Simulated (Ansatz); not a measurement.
Mulliken charges of CH$_{4}$B$_{2}$O (`BB1CO1`) from PBE/def2-TZVPP in Ansatz (PBE0-D4/def2-TZVP geometry).

```csv
atom,x (Å),y (Å),z (Å),charge (e)
B1,-0.954,1.286,-0.379,-0.057
B2,-0.118,-0.116,-0.208,0.036
C3,0.925,-1.012,0.462,-0.095
O4,0.063,-1.361,-0.673,-0.183
H5,-0.538,2.177,-1.060,0.044
H6,-1.962,1.487,0.233,0.044
H7,0.698,-1.570,1.366,0.106
H8,1.978,-0.949,0.203,0.106
```

Q: By hand: the dipole of these point charges (1 e Å = 4.8032 D).

A: Σ q r = (0.124, 0.162, 0.223) e Å, of length 0.302 e Å = 1.45 D.

Q: How does the dipole of the full density compare? (Best estimate.)

A: Ansatz gave: (0.113, 0.077, 0.166) e Å, 1.03 D; the point charges give 1.41 times that, at 12° from its direction.

Point charges leave out the atoms' own dipoles, such as those of lone pairs, and Mulliken's split depends on the basis, so the two needn't agree.
